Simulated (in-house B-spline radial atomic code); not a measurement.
Successive ionisation energies of ytterbium; each step leads to the configuration of the next row (after the last: [Ar] 3d4). Dirac energy differences include first-order Breit, QED and recoil terms. NIST's values go from ground level to ground level; the uncertainty of those that are theory runs from under 0.1 % in few-electron ions to several per cent in heavy many-electron ones. Computed with a radial B-spline atomic code at the basis-set limit: Dirac-Hartree-Fock, average of the configuration, finite nuclei.

| ion | configuration | ionisation energy (eV) | tabulated value (eV) | tabulated kind | computed minus tabulated (eV) | highest orbital | largest mean radius (bohr) |
| --- | --- | --- | --- | --- | --- | --- | --- |
| Yb31+ | [Kr] 4d3 | 1215.7 | 1224 | tabulated theory | -8 | 4d5/2 | 0.46749 |
| Yb32+ | [Kr] 4d2 | 1265.3 | 1275 | tabulated theory | -10 | 4d5/2 | 0.46456 |
| Yb33+ | [Kr] 4d1 | 1315.4 | 1324 | tabulated theory | -9 | 4d5/2 | 0.46167 |
| Yb34+ | [Ar] 3d10 4s2 4p6 | 1538.8 | 1516 | tabulated theory | 23 | 4p3/2 | 0.4588 |
| Yb35+ | [Ar] 3d10 4s2 4p5 | 1589.4 | 1564 | tabulated theory | 25 | 4p3/2 | 0.45561 |
| Yb36+ | [Ar] 3d10 4s2 4p4 | 1640.5 | 1618 | tabulated theory | 23 | 4p3/2 | 0.45276 |
| Yb37+ | [Ar] 3d10 4s2 4p3 | 1692.1 | 1668 | tabulated theory | 24 | 4p3/2 | 0.44995 |
| Yb38+ | [Ar] 3d10 4s2 4p2 | 1744.1 | 1789 | tabulated theory | -45 | 4p3/2 | 0.44719 |
| Yb39+ | [Ar] 3d10 4s2 4p1 | 1796.5 | 1845 | tabulated theory | -48 | 4p3/2 | 0.44446 |
| Yb40+ | [Ar] 3d10 4s2 | 1977.3 | 1978 | tabulated theory | -1 | 4s1/2 | 0.42721 |
| Yb41+ | [Ar] 3d10 4s1 | 2034.0 | 2036.4 | semi-empirical | -2 | 4s1/2 | 0.42472 |
| Yb42+ | [Ar] 3d10 | 3463.2 | 3443 | tabulated theory | 20 | 3d5/2 | 0.21406 |
| Yb43+ | [Ar] 3d9 | 3582.7 | 3555 | tabulated theory | 28 | 3d5/2 | 0.21273 |
| Yb44+ | [Ar] 3d8 | 3703.7 | 3677 | tabulated theory | 27 | 3d5/2 | 0.21141 |
| Yb45+ | [Ar] 3d7 | 3826.2 | 3805 | tabulated theory | 21 | 3d5/2 | 0.21011 |
| Yb46+ | [Ar] 3d6 | 3950.3 | 3929 | tabulated theory | 21 | 3d5/2 | 0.20881 |
| Yb47+ | [Ar] 3d5 | 4076.0 | 4051 | tabulated theory | 25 | 3d5/2 | 0.20753 |

Q: Where is the largest jump?

A: From Yb41+ to Yb42+, by a factor of 1.70 (2034 to 3463.2 eV); the highest orbital goes from 4s1/2 to 3d5/2.

Where a p, d or f electron is removed, the computed value is a mean over both j, so it misses the tabulated one by a part of the spin-orbit splitting; averaging over terms and missing correlation add to the gap, relatively most at low charge.
